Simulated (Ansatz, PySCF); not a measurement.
This PySCF input computes a CAM-B3LYP/def2-TZVPD energy:

```python
from pyscf import gto, scf, dft

mol = gto.M(
    atom='''
    I    -0.00000000   -0.00000000   -1.97439756
    B     0.00000000    0.00000000    0.00000000
    I     0.00000000    0.00000000    1.97439756
    ''',
    basis='def2-tzvpd',
    ecp='def2-tzvp',
    charge=1,
    spin=0,
    verbose=4,
)

mf = dft.RKS(mol, xc='camb3lyp').density_fit(auxbasis='def2-universal-jkfit')
mf.grids.level = 3
mf.conv_tol = 1e-9
mf.max_cycle = 100
mf.max_memory = 1500
mf.kernel()
if not mf.converged:
    mf = mf.newton()
    mf.kernel(mf.make_rdm1())
mf.analyze()
```

**Question.** Write an input for the same energy in Ansatz (a program for electronic structure) and say what it gives.

**Answer.** 
Ansatz 0.2 input:
```yaml
crystal:
  periodic: [false, false, false]
  atoms:
    - {symbol: I, position_ang: [-0.00000000, -0.00000000, -1.97439756]}
    - {symbol: B, position_ang: [0.00000000, 0.00000000, 0.00000000]}
    - {symbol: I, position_ang: [0.00000000, 0.00000000, 1.97439756]}
basis:
  gaussian:
    orbitals: def2-TZVPD
hamiltonian:
  xc: {name: CAM-B3LYP}
total_charge: 1
output: {forces: true}
```
It gives -619.98011 Eh, and PySCF -619.98012 Eh, a difference of 0.01 mEh.
